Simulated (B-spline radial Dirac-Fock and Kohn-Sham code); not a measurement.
Calculated with an atomic code on a B-spline grid, using the Dirac equation of a negative muon with reduced mass in the field of a spherical finite nucleus, with the Uehling potential to all orders; nuclear polarisation, deformation, hyperfine structure, self-energy, higher-order vacuum polarisation, relativistic recoil and electron screening are left out. The nuclear charge is a Fermi distribution (skin thickness 2.3 fm).

Question: A muonic atom of atomic mass 117.92 u emits these computed lines: 2p3/2 → 1s1/2 3831 keV, 3d5/2 → 2p3/2 1143 keV, 4f7/2 → 3d5/2 403.2 keV, 5g9/2 → 4f7/2 185.8 keV. Which element is it, and what rms charge radius was used?

Answer: Xenon (Z = 54, nuclide ¹¹⁸Xe); the high transitions hardly feel the nucleus and fix Z. The 2p → 1s line lies 2641 keV below the value for a point nucleus without QED, which for this nuclear model gives a radius near 4.74 fm (4.7387 fm was used).
